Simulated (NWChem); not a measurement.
System: CH4F2GeO; SMILES [O]([GeH]([F])[F])C

The following NWChem deck was run.

```
start job
memory heap 200 mb stack 900 mb global 1100 mb
geometry units angstroms noautosym nocenter noautoz
  Ge     0.033755    -0.340636     0.477505
  F      1.740699    -0.302815     0.733955
  F     -0.116582    -0.932747    -1.137332
  O     -0.588048     1.283098     0.547877
  C     -0.098490     2.313138    -0.285607
  H     -0.664755    -1.244138     1.474980
  H     -0.654185     3.231129    -0.045489
  H      0.975205     2.501277    -0.115899
  H     -0.251089     2.082694    -1.353612
end
basis spherical
  Ge library 6-31g*
  F library 6-31g*
  O library 6-31g*
  C library 6-31g*
  H library 6-31g*
end
dft
  xc pbe0
  iterations 150
end
property
  efieldgrad
end
task dft property
```

Geometry: optimised at PBE0/def2-SVP.

Vzz is the largest principal value of the second derivative of the potential at the nucleus (NWChem prints the opposite sign); η is the asymmetry. Non-relativistic.

Atoms are numbered as in the input.

Question: Give the results of this calculation. (PBE0/6-31G* (spherical d).) Quantities: Vzz Ge1 (a.u.); η Ge1; Vzz O4 (a.u.); η O4.

Answer: 
| Item | Result |
|---|---|
| Vzz Ge1 (a.u.) | -1.222 |
| η Ge1 | 0.25 |
| Vzz O4 (a.u.) | 1.550 |
| η O4 | 0.65 |
